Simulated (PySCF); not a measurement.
**The first ionisation energy along the 3d series**

Calculated with PySCF 2.14 from differences of total energies of unrestricted determinants, without spin-orbit coupling. Values in eV. The last column holds reference values (NIST; (s) semi-empirical, (t) theoretical, else measured). Unmarked ones compare directly (S terms, centres of terms, or small fine structure); those marked * lie between the lowest fine-structure levels and include a spin-orbit shift.

```csv
element,configurations,LDA,PBE,PBE0,r2SCAN,MP2 (valence),SCS-MP2 (valence),reference
"Sc (aug-cc-pVDZ-DK, spin-free X2C)",[Ar] 3d1 4s2 → [Ar] 3d1 4s1,6.682,6.525,6.375,n/a,6.056,6.188,6.562
"Ti (aug-cc-pVDZ-DK, spin-free X2C)",[Ar] 3d2 4s2 → [Ar] 3d2 4s1,6.914,6.674,6.560,6.386,6.313,6.467,6.828
"V (aug-cc-pVDZ-DK, spin-free X2C)",[Ar] 3d3 4s2 → [Ar] 3d4,6.485,6.364,6.328,6.405,6.526,6.999,6.732
"Cr (aug-cc-pVDZ-DK, spin-free X2C)",[Ar] 3d5 4s1 → [Ar] 3d5,7.557,7.340,7.013,7.311,6.476,6.167,6.767
"Mn (aug-cc-pVDZ-DK, spin-free X2C)",[Ar] 3d5 4s2 → [Ar] 3d5 4s1,7.566,7.237,7.096,6.940,6.980,7.177,7.434
"Fe (aug-cc-pVDZ-DK, spin-free X2C)",[Ar] 3d6 4s2 → [Ar] 3d6 4s1,8.131,7.824,7.631,n/a,7.484,7.657,7.904
"Co (aug-cc-pVDZ-DK, spin-free X2C)",[Ar] 3d7 4s2 → [Ar] 3d8,8.072,7.902,7.961,7.976,7.527,7.601,7.869
"Ni (aug-cc-pVDZ-DK, spin-free X2C)",[Ar] 3d8 4s2 → [Ar] 3d9,7.766,n/a,7.860,8.301,7.049,7.278,7.640 *
"Cu (aug-cc-pVDZ-DK, spin-free X2C)",[Ar] 3d10 4s1 → [Ar] 3d10,8.688,8.419,7.997,8.284,7.630,7.471,7.726
"Zn (aug-cc-pVDZ-DK, spin-free X2C)",[Ar] 3d10 4s2 → [Ar] 3d10 4s1,9.952,9.631,9.302,9.434,9.143,9.159,9.394
```

```json
{"method": "LDA", "elements": "9", "mean error (eV)": "0.314", "mean absolute error (eV)": "0.369", "largest error (eV)": "0.962"}
{"method": "PBE", "elements": "9", "mean error (eV)": "0.078", "mean absolute error (eV)": "0.264", "largest error (eV)": "0.693"}
{"method": "PBE0", "elements": "9", "mean error (eV)": "-0.106", "mean absolute error (eV)": "0.241", "largest error (eV)": "-0.405"}
{"method": "r2SCAN", "elements": "7", "mean error (eV)": "-0.002", "mean absolute error (eV)": "0.359", "largest error (eV)": "0.557"}
{"method": "MP2 (valence)", "elements": "9", "mean error (eV)": "-0.343", "mean absolute error (eV)": "0.343", "largest error (eV)": "-0.515"}
{"method": "SCS-MP2 (valence)", "elements": "9", "mean error (eV)": "-0.259", "mean absolute error (eV)": "0.318", "largest error (eV)": "-0.600"}
```

Errors include the incompleteness of the basis and the frozen core.

"Valence" correlates the outer s and p shells and, in groups 3 to 12 and the f block, the outer d or f shell, open or full, or the next shell where the ion has no valence electron left; the wider scheme adds the next inner shell.
